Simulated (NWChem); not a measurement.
System: ScH₂O₂F; SMILES [OH][Sc]([OH])[F]

Input file for NWChem:

```
start job
memory heap 200 mb stack 900 mb global 1100 mb
geometry units angstroms noautosym nocenter noautoz
  Sc     0.001758     0.004530    -0.000001
  F      1.826897     0.200471     0.000001
  O     -0.670080    -1.737618    -0.000000
  H     -1.406448    -2.356626     0.000001
  O     -1.108510     1.497750    -0.000001
  H     -1.368498     2.422954     0.000001
end
basis spherical
  * library sto-3g
end
dft
  xc hfexch
  iterations 150
end
property
  shielding
end
task dft property
```

STO-3G and 3-21G are far too small for this property and stand as cheap habits. All runs use the structure optimised with B3LYP/6-31G* (spherical d).

GIAO values for the isolated, static molecule; σ is the absolute isotropic shielding, δ = σ(reference) − σ with the isolated reference molecule computed at the same levels (19F: trichlorofluoromethane, 1H: tetramethylsilane, 17O: water).

Atoms are numbered as in the input.

### Question
Predict the main results of this run. (Hartree-Fock/STO-3G, GIAO.) Quantities: σ Sc1 (ppm); δ F2 (ppm); δ O3 (ppm); δ H4 (ppm); δ O5 (ppm); δ H6 (ppm).

### Answer
```yaml
"σ Sc1 (ppm)": 1293.6
"δ F2 (ppm)": -9.0
"δ O3 (ppm)": -21.3
"δ H4 (ppm)": 1.71
"δ O5 (ppm)": -23.5
"δ H6 (ppm)": 1.58
```
